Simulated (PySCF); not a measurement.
# Stretching SI

Set-up: S x2c-TZVPPall, I x2c-TZVPPall; spin-free X2C with a Gaussian nucleus (PySCF 2.14). Energies in eV from S + I in their ground configurations at the same level. State: ²Π (doublet), unpaired electrons π ↑.

| R (Å) | ωB97X | TPSSh | BLYP |
| --- | --- | --- | --- |
| 1.988 | -1.034 | -1.136 | -0.904 |
| 2.080 | -1.793 | -1.918 | -1.758 |
| 2.172 | -2.187 | -2.340 | -2.248 |
| 2.242 | -2.316 | -2.489 | -2.446 |
| 2.311 | -2.341 | -2.535 | -2.539 |
| 2.380 | -2.289 | -2.505 | -2.552 |
| 2.473 | -2.138 | -2.382 | -2.483 |
| 2.588 | -1.864 | -2.143 | -2.304 |
| 2.727 | -1.476 | -1.793 | -2.015 |
| 2.912 | -0.989 | -1.301 | -1.586 |

Question: Put a parabola through the three lowest points of the ωB97X curve and estimate Re, k and ωe (reduced mass 25.54 u; 1 eV/Å² = 0.16022 mdyn/Å; ωe = 1302.8·√(k/μ) cm⁻¹).

Answer: Through R = 2.242, 2.311, 2.38 Å the second-order coefficient is 8.09 eV/Å², so Re ≈ 2.299 Å, k ≈ 2.59 mdyn/Å and ωe ≈ 415 cm⁻¹. A polynomial fit of higher order to the unrounded ωB97X energies gives Re = 2.296 Å, k = 2.70 mdyn/Å, ωe = 424 cm⁻¹; anharmonicity and rounding make the difference.

The higher-order fit for each curve: ωB97X: Re = 2.296 Å, ωe = 424 cm⁻¹, De = 2.34 eV; TPSSh: Re = 2.315 Å, ωe = 406 cm⁻¹, De = 2.54 eV; BLYP: Re = 2.359 Å, ωe = 375 cm⁻¹, De = 2.56 eV.

⟨S²⟩ of the unrestricted solution departs from its pure value on part of the curve, where spin states mix. Spin–orbit coupling is left out, which matters for elements this heavy, above all for dissociation energies. The state is the lowest determinant that a PBE0 search found; another state may lie lower at other levels.
